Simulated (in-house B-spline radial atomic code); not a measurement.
A run on an ion of nuclear charge 8 with 8.8 electrons that did not converge. Method: non-relativistic SCAN, spin-polarised, spherical fractional occupations, point nucleus; computed with a B-spline radial code for spherical atoms.

Command:
```bash
python run_scf.py task.json out
```
Settings:
```
Z                8
configuration    [He] 2s2 2p4.8
hamiltonian      nr
method           scan,scan
spin_polarised   True
```

First and last ten iterations of the last attempt (damped for 15 steps, keeping 80 % of the old Fock matrix, then DIIS):
```
 iter        energy (Eh)    residual
    1         -74.318302    6.82e-02
    2         -74.330334    1.30e-01
    3         -74.724046    8.65e-02
    4         -74.935247    5.36e-02
    5         -75.038884    3.18e-02
    6         -75.085463    1.87e-02
    7         -75.104962    1.09e-02
    8         -75.112879    7.18e-03
    9         -75.116211    5.02e-03
   10         -75.117774    4.79e-03
  111         -74.372489    6.24e-02
  112         -74.372737    6.24e-02
  113         -74.372359    6.24e-02
  114         -74.372587    6.24e-02
  115         -74.372708    6.24e-02
  116         -74.372603    6.24e-02
  117         -74.373126    6.24e-02
  118         -74.372151    6.25e-02
  119         -75.110356    9.84e-03
  120         -67.906682    7.68e-01
 not converged after 120 iterations
```

The smallest residual met was 2.4e-03; the threshold is about 1e-07. No energy from this run should be used. The likely cause: this method binds the added charge weakly or not at all at the basis-set limit, so charge moves back and forth between the atom and the box. Cost of the run: 1.9 s on 1 thread of Arm Neoverse N1, on a shared host.
